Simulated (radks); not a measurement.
Q: Dipole-allowed excitations along the series with 2 electrons in [He]. All-electron calculation, scalar-relativistic Kohn-Sham, LB94 model potential, spin-polarised, spherical densities, finite nucleus; Fermi nuclear charge, rms radius of each element as measured or else 0.836 A^(1/3) + 0.57 fm. Program: a radial shooting solver on a logarithmic mesh with Libxc functionals. Time-dependent linear response with the Hartree and adiabatic LDA kernel, continuum included through the Sternheimer equations, no spin-orbit coupling, so fine structure and intercombination lines are absent. Lines are the poles of the dipole polarisability below minus the highest occupied eigenvalue, found on a grid refined at the orbital gaps; the lowest seven at most are given, and weak or close lines can be missed. The first line takes the name of the lowest orbital gap if no other gap lies below it; otherwise a line is named after a gap within 0.6 % of it, if that gap stands alone.

| species | -e(HOMO) (eV) | lowest orbital gap (eV) | first line (eV) | f | static alpha (bohr^3) |
|---|---|---|---|---|---|
| B3+ | 251.62 | 1s-2p 200.82 | 201.44 (1s-2p) | 0.590 | 0.02018 |
| C4+ | 382.13 | 1s-2p 301.58 | 302.51 (1s-2p) | 0.630 | 0.009177 |
| O6+ | 724.93 | 1s-2p 564.51 | 566.11 (1s-2p) | 0.681 | 0.002699 |
| F7+ | 937.29 | 1s-2p 726.72 | 728.71 (1s-2p) | 0.698 | 0.001644 |
| Ne8+ | 1177.0 | 1s-2p 909.48 | 911.87 (1s-2p) | 0.711 | 0.001058 |

Estimate the first line of N5+, its oscillator strength and the static polarisability.

A: 424.06 eV (1s-2p), f = 0.659, alpha = 0.004751 bohr^3.
